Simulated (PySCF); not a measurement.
C2H7Al (SMILES C[CH2][AlH2]), singlet, at a GFN2-xTB geometry (such geometries of metal compounds can be far from the true shape); DF-CAMB3LYP/pcseg-2 (PySCF).

The PySCF input:
```python
from pyscf import gto, scf, dft

mol = gto.M(
    atom='''
Al   -0.651650    0.887057    0.566971
H    -1.061192    1.546045    1.909045
H    -1.301563    1.529836   -0.688519
C     0.588972   -0.662527    0.315943
C     0.601131   -0.932932   -1.202559
H     0.284501   -1.580119    0.840142
H     1.619638   -0.477777    0.652853
H     0.927094   -0.044037   -1.745952
H    -0.402788   -1.176182   -1.554934
H     1.265148   -1.756759   -1.463564
''',
    basis='pcseg-2',
    charge=0,
    spin=0,
    verbose=4,
    max_memory=1800,
)

mf = dft.RKS(mol)
mf.xc = 'camb3lyp'
mf = mf.density_fit(auxbasis='def2-universal-jkfit')
mf.kernel()
```

Output, abridged:

```
PySCF version 2.14.0

[INPUT] verbose = 4
[INPUT] num. atoms = 10
[INPUT] num. electrons = 32
[INPUT] charge = 0
[INPUT] spin (= nelec alpha-beta = 2S) = 0
[INPUT] symmetry False subgroup None
[INPUT] Mole.unit = angstrom
[INPUT] Symbol           X                Y                Z      unit          X                Y                Z       unit  Magmom
[INPUT]  1 Al    -0.651650000000   0.887057000000   0.566971000000 AA   -1.231440029073   1.676294786878   1.071419910571 Bohr   0.0
[INPUT]  2 H     -1.061192000000   1.546045000000   1.909045000000 AA   -2.005362245579   2.921601626253   3.607572209470 Bohr   0.0
[INPUT]  3 H     -1.301563000000   1.529836000000  -0.688519000000 AA   -2.459597603867   2.890971055500  -1.301112341559 Bohr   0.0
[INPUT]  4 C      0.588972000000  -0.662527000000   0.315943000000 AA    1.112995775037  -1.251994580130   0.597045740973 Bohr   0.0
[INPUT]  5 C      0.601131000000  -0.932932000000  -1.202559000000 AA    1.135972954986  -1.762985972843  -2.272507158631 Bohr   0.0
[INPUT]  6 H      0.284501000000  -1.580119000000   0.840142000000 AA    0.537628972165  -2.985992154222   1.587638285744 Bohr   0.0
[INPUT]  7 H      1.619638000000  -0.477777000000   0.652853000000 AA    3.060672240938  -0.902867678616   1.233713369601 Bohr   0.0
[INPUT]  8 H      0.927094000000  -0.044037000000  -1.745952000000 AA    1.751953751728  -0.083217869347  -3.299371106637 Bohr   0.0
[INPUT]  9 H     -0.402788000000  -1.176182000000  -1.554934000000 AA   -0.761159006261  -2.222661852643  -2.938399401774 Bohr   0.0
[INPUT] 10 H      1.265148000000  -1.756759000000  -1.463564000000 AA    2.390783227041  -3.319793376865  -2.765735125773 Bohr   0.0

nuclear repulsion = 97.6138134744552
number of shells = 33
number of NR pGTOs = 276
number of NR cGTOs = 192
basis = pcseg-2
ecp = {}

******** <class 'pyscf.df.df_jk.DFRKS'> ********
method = DFRKS
initial guess = minao
damping factor = 0
level_shift factor = 0
DIIS = <class 'pyscf.scf.diis.CDIIS'>
diis_start_cycle = 1
diis_space = 8
diis_damp = 0
SCF conv_tol = 1e-09
SCF conv_tol_grad = None
SCF max_cycles = 50
direct_scf = False
XC library pyscf.dft.libxc version 7.1.2
    S. Lehtola, C. Steigemann, M. J. T. Oliveira, and M. A. L. Marques,  SoftwareX 7, 1–5 (2018)
XC functionals = camb3lyp
    T. Yanai, D. P. Tew, and N. C. Handy,  Chem. Phys. Lett. 393, 51 (2004)
radial grids:
    Treutler-Ahlrichs [JCP 102, 346 (1995); DOI:10.1063/1.469408] (M4) radial grids

becke partition: Becke, JCP 88, 2547 (1988); DOI:10.1063/1.454033
pruning grids: <function nwchem_prune>
grids dens level: 3
symmetrized grids: False
atomic radii adjust function: <function treutler_atomic_radii_adjust>
small_rho_cutoff = 0
Set gradient conv threshold to 3.16228e-05
Initial guess from minao.
tot grids = 116072
******** <class 'pyscf.df.df.DF'> ********
auxbasis = def2-universal-jkfit
Create RSH-DF object <pyscf.df.df.DF object> for omega=0.33
******** <class 'pyscf.df.df.DF'> ********
auxbasis = auxmol.basis = def2-universal-jkfit
init E= -322.704669413834
  HOMO = -0.308145026323098  LUMO = -0.0551712511040527  gap/eV = 6.88377
cycle= 1 E= -322.797448981319  delta_E= -0.0928  |g|= 0.323  |ddm|= 2.14
  HOMO = -0.287153927558338  LUMO = -0.0206987447177855  gap/eV = 7.25061
cycle= 2 E= -322.804966147064  delta_E= -0.00752  |g|= 0.284  |ddm|= 0.514
  HOMO = -0.332872346891234  LUMO = -0.0212657343001688  gap/eV = 8.47925
cycle= 3 E= -322.825451492489  delta_E= -0.0205  |g|= 0.0312  |ddm|= 0.216
  HOMO = -0.327926939646737  LUMO = -0.0191972701717198  gap/eV = 8.40096
cycle= 4 E= -322.82573412631  delta_E= -0.000283  |g|= 0.0075  |ddm|= 0.0417
  HOMO = -0.329193325905866  LUMO = -0.0198037865710958  gap/eV = 8.41892
cycle= 5 E= -322.825747357525  delta_E= -1.32e-05  |g|= 0.00236  |ddm|= 0.00999
  HOMO = -0.329104321618928  LUMO = -0.0197595033081619  gap/eV = 8.41770
cycle= 6 E= -322.825748756933  delta_E= -1.4e-06  |g|= 0.000578  |ddm|= 0.00238
  HOMO = -0.329099503107329  LUMO = -0.0197328561600685  gap/eV = 8.41830
cycle= 7 E= -322.825748851896  delta_E= -9.5e-08  |g|= 7.65e-05  |ddm|= 0.00078
  HOMO = -0.329103272414164  LUMO = -0.0197399426742049  gap/eV = 8.41820
cycle= 8 E= -322.825748854777  delta_E= -2.88e-09  |g|= 2e-05  |ddm|= 0.000209
  HOMO = -0.329102743607839  LUMO = -0.0197377624732784  gap/eV = 8.41825
cycle= 9 E= -322.825748854958  delta_E= -1.81e-10  |g|= 3.46e-06  |ddm|= 5.25e-05
  HOMO = -0.329103566866451  LUMO = -0.0197378369351089  gap/eV = 8.41827
Extra cycle  E= -322.825748854965  delta_E= -6.76e-12  |g|= 1.88e-06  |ddm|= 1.26e-05
converged SCF energy = -322.825748854965
```
